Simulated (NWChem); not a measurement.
System: BiHTeCl₂; SMILES [Cl][Bi]([Cl])[TeH]

Output (shortened):

```
             Northwest Computational Chemistry Package (NWChem) 7.3.0
             --------------------------------------------------------

 C1  symmetry detected

                             Geometry "geometry" -> ""
                             -------------------------

 Output coordinates in angstroms (scale by  1.889725989 to convert to a.u.)

  No.       Tag          Charge          X              Y              Z
 ---- ---------------- ---------- -------------- -------------- --------------
    1 Bi                  83.0000    -0.00148977     0.75581338     0.49949327
    2 Cl                  17.0000    -1.83826341     1.11764475    -1.12912737
    3 Cl                  17.0000     1.78056046     1.22908087    -1.16972773
    4 Te                  52.0000     0.01427665    -1.92780472    -0.07407372
    5 H                    1.0000     0.36221529    -2.38100071     1.47442857

 Effective nuclear repulsion energy (a.u.)    1758.9319184906

                                Z-matrix (autoz)
                                --------

 Units are Angstrom for bonds and degrees for angles

      Type          Name      I     J     K     L     M      Value
      ----------- --------  ----- ----- ----- ----- ----- ----------
    1 Stretch                  1     2                       2.48134
    2 Stretch                  1     3                       2.48716
    3 Stretch                  1     4                       2.74427
    4 Stretch                  4     5                       1.65055
    5 Bend                     1     4     5                94.22264
    6 Bend                     2     1     3                93.56223
    7 Bend                     2     1     4                90.55411
    8 Bend                     3     1     4                92.38943
    9 Torsion                  2     1     4     5        -144.42775
   10 Torsion                  3     1     4     5         121.98358

                           NWChem Geometry Optimization
                           ----------------------------

 maximum gradient threshold         (gmax) =   0.000450
 rms gradient threshold             (grms) =   0.000300
 maximum cartesian step threshold   (xmax) =   0.001800
 rms cartesian step threshold       (xrms) =   0.001200
 fixed trust radius                (trust) =   0.300000
 source of zmatrix                         =   autoz

          -------------------
          Energy Minimization
          -------------------

 Using diagonal initial Hessian
 Scaling for Hessian diagonals: bonds = 1.00  angles = 0.25  torsions = 0.10

          --------
          Step   0

                                 NWChem DFT Module
                                 -----------------

 Summary of "ao basis" -> "ao basis" (spherical)
 ------------------------------------------------------------------------------
       Tag                 Description            Shells   Functions and Types
 ---------------- ------------------------------  ------  ---------------------
 Bi                         def2-svp                10       26   4s4p2d
 Cl                         def2-svp                 8       18   4s3p1d
 Te                         def2-svp                10       26   4s4p2d
 H                          def2-svp                 3        5   2s1p

            General Information
            -------------------
          SCF calculation type: DFT
          Wavefunction type:  closed shell.
          No. of atoms     :     5
          No. of electrons :    82
           Alpha electrons :    41
            Beta electrons :    41
          Charge           :     0
          Spin multiplicity:     1
          Use of symmetry is: off; symmetry adaption is: off
          Maximum number of iterations: 150
          AO basis - number of functions:    93
                     number of shells:    39
          Convergence on energy requested:  1.00D-06
          Convergence on density requested:  1.00D-05
          Convergence on gradient requested:  5.00D-04

              XC Information
              --------------
                         PBE0 Method XC Functional
                     Hartree-Fock (Exact) Exchange  0.250
          PerdewBurkeErnzerhof Exchange Functional  0.750
            Perdew 1991 LDA Correlation Functional  1.000 local
           PerdewBurkeErnz. Correlation Functional  1.000 non-local

[...]

      ----------------------
      Optimization converged
      ----------------------

  Step       Energy      Delta E   Gmax     Grms     Xrms     Xmax
  ---- ---------------- -------- -------- -------- -------- --------
@   11   -1403.17574414 -3.7D-08  0.00005  0.00003  0.00102  0.00172
                                     ok       ok       ok       ok

                                Z-matrix (autoz)
                                --------

 Units are Angstrom for bonds and degrees for angles

      Type          Name      I     J     K     L     M      Value     Gradient
      ----------- --------  ----- ----- ----- ----- ----- ---------- ----------
    1 Stretch                  1     2                       2.47112    0.00002
    2 Stretch                  1     3                       2.47892   -0.00002
    3 Stretch                  1     4                       2.84912    0.00003
    4 Stretch                  4     5                       1.66780   -0.00005
    5 Bend                     1     4     5                89.97086    0.00002
    6 Bend                     2     1     3               100.72472   -0.00001
    7 Bend                     2     1     4                92.02299   -0.00001
    8 Bend                     3     1     4               101.23822    0.00004
    9 Torsion                  2     1     4     5         177.88017    0.00000
   10 Torsion                  3     1     4     5          76.52646    0.00001

                         Geometry "geometry" -> "geometry"
                         ---------------------------------

 Output coordinates in angstroms (scale by  1.889725989 to convert to a.u.)

  No.       Tag          Charge          X              Y              Z
 ---- ---------------- ---------- -------------- -------------- --------------
    1 Bi                  83.0000    -0.13495032     0.76461837     0.41389992
    2 Cl                  17.0000    -1.88308965     1.18191089    -1.28206261
    3 Cl                  17.0000     1.91163093     1.18704167    -0.91956106
    4 Te                  52.0000    -0.40232885    -2.05879888     0.14134508
    5 H                    1.0000     0.82603711    -2.28103848     1.24737170

 Effective nuclear repulsion energy (a.u.)    1714.1455545415

                Final and change from initial internal coordinates
                --------------------------------------------------

                                Z-matrix (autoz)
                                --------

 Units are Angstrom for bonds and degrees for angles

[...]

 Rotational Constants
 --------------------
 A=   0.045665 cm-1  (  0.065701 K)
 B=   0.018552 cm-1  (  0.026691 K)
 C=   0.016128 cm-1  (  0.023204 K)

 Temperature                      =   298.15K
 frequency scaling parameter      =   1.0000

 Zero-Point correction to Energy  =    5.506 kcal/mol  (  0.008774 au)
 Thermal correction to Energy     =   10.168 kcal/mol  (  0.016203 au)
 Thermal correction to Enthalpy   =   10.760 kcal/mol  (  0.017147 au)

 Total Entropy                    =   95.516 cal/mol-K
   - Translational                =   43.903 cal/mol-K (mol. weight = 409.8326)
   - Rotational                   =   31.132 cal/mol-K (symmetry #  =        1)
   - Vibrational                  =   20.480 cal/mol-K

 Cv (constant volume heat capacity) =   20.096 cal/mol-K
   - Translational                  =    2.979 cal/mol-K
   - Rotational                     =    2.979 cal/mol-K
   - Vibrational                    =   14.137 cal/mol-K

[normal modes left out]

 ----------------------------------------------------------------------------
 Normal Eigenvalue ||           Projected Infra Red Intensities
  Mode   [cm**-1]  || [atomic units] [(debye/angs)**2] [(KM/mol)] [arbitrary]
 ------ ---------- || -------------- ----------------- ---------- -----------
    1       -0.000 ||    0.000001           0.000         0.001       0.001
    2       -0.000 ||    0.000000           0.000         0.000       0.000
    3       -0.000 ||    0.000170           0.004         0.166       0.163
    4       -0.000 ||    0.000462           0.011         0.451       0.443
    5        0.000 ||    0.000400           0.009         0.389       0.383
    6        0.000 ||    0.001374           0.032         1.340       1.316
    7       62.987 ||    0.000455           0.011         0.444       0.436
    8       71.507 ||    0.001922           0.044         1.873       1.840
    9       89.374 ||    0.002929           0.068         2.855       2.805
   10      143.668 ||    0.000762           0.018         0.742       0.729
   11      167.055 ||    0.011905           0.275        11.605      11.402
   12      328.852 ||    0.057406           1.324        55.962      54.980
   13      339.573 ||    0.035959           0.830        35.054      34.439
   14      507.570 ||    0.003582           0.083         3.492       3.431
   15     2142.754 ||    0.039293           0.907        38.305      37.632
 ----------------------------------------------------------------------------
```

Level: PBE0/def2-SVP with def2 effective core potentials on Te, Bi. def2 effective core potentials on Te, Bi; no spin-orbit coupling.

Question: Which NWChem input produces such a log?

Answer: This is not unique; one that fits is the input that was run:
```
start job
memory heap 200 mb stack 900 mb global 1100 mb
geometry units angstroms
  Bi    -0.420942     0.359502     0.711526
  Cl    -2.319036    -0.456493    -0.662685
  Cl    -0.079452     2.388446    -0.685884
  Te     1.337496    -1.113927    -0.794441
  H      2.319362    -1.473720     0.482585
end
basis spherical
  * library def2-svp
end
ecp
  Te library def2-ecp
  Bi library def2-ecp
end
dft
  xc pbe0
  iterations 150
end
driver
  maxiter 120
end
task dft optimize
dft
  grid fine
  convergence energy 1d-8 density 1d-7
end
task dft freq numerical
```
